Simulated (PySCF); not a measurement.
Al(Br)(Me)(Vi), C₃H₆AlBr, SMILES C=[CH][Al]([CH3])[Br] (PBE0/def2-SVP optimised geometry):

```
11

Al     0.302     0.233     0.000
Br     2.576     0.233     0.000
C     -0.613     1.951     0.000
H     -1.710     1.856    -0.001
H     -0.323     2.547    -0.881
H     -0.325     2.542     0.886
C     -0.587    -1.492     0.003
C     -1.927    -1.585     0.000
H     -0.023    -2.434     0.007
H     -2.456    -2.547     0.001
H     -2.576    -0.699    -0.004
```

Level of theory: PBE0/def2-TZVP run with PySCF.

Question: What are the frontier orbital energies and the dipole moment?

Answer: HOMO-2 -8.56 eV, HOMO-1 -8.17 eV, HOMO -7.86 eV, LUMO -1.44 eV, LUMO+1 0.02 eV; dipole moment 2.27 D.

On the same geometry PBE/def2-TZVP (PySCF) gives HOMO-2 -7.32 eV, HOMO-1 -7.04 eV, HOMO -6.60 eV, LUMO -2.29 eV, LUMO+1 -0.76 eV; dipole moment 2.17 D.

Meta-Löwdin charges at PBE0/def2-TZVP: Al1 0.82, Br2 -0.33, C3 -0.66, H4 0.13, H5 0.14, H6 0.14, C7 -0.40, C8 -0.20, H9 0.13, H10 0.12, H11 0.11.
